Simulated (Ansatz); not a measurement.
`CSBS` + H₂ → `BSC` + H₂S  (hydrogenolysis of a B–S bond)

Calculated with Ansatz (gas phase, PBE0-D4/def2-TZVP geometries, no zero-point term in ΔE). CBS: MP2 limit from def2 TZ/QZ plus the TZ coupled-cluster correction, frozen cores. This one scheme is used for every species. Functionals use def2-TZVPP. Each species was taken in one conformer, which may not be the lowest.

```json
{"species": "`CSBS`", "B97M-V energy (Eh)": "-862.26166"}
{"species": "H₂", "B97M-V energy (Eh)": "-1.17250"}
{"species": "`BSC`", "B97M-V energy (Eh)": "-464.11167"}
{"species": "H₂S", "B97M-V energy (Eh)": "-399.30186"}
```

Problem. Work out ΔE.

Solution. ΔE = (-464.11167) + (-399.30186) − (-862.26166) − (-1.17250) = 0.02063 Eh = +54.2 kJ/mol. CCSD(T)/CBS gives +51.8 kJ/mol.

Largest T1 diagnostic among the species: 0.014.

The D4 term adds +9.2 kJ/mol with B3LYP and +4.9 kJ/mol with PBE0; it sums over pairs of atoms, weighted by their polarisabilities, and B3LYP, whose exchange is more repulsive, gets the larger term. Leaving LDA and LC-ωPBE aside and taking each functional with its dispersion term where it has one, the values, not all of them listed here, spread over 19.3 kJ/mol, from CAM-B3LYP-D4 to revPBE-D4. LDA lies +5.0 kJ/mol from PBE without D4.

B3LYP here is the variant with VWN-RPA as its local correlation; programs differ in this.
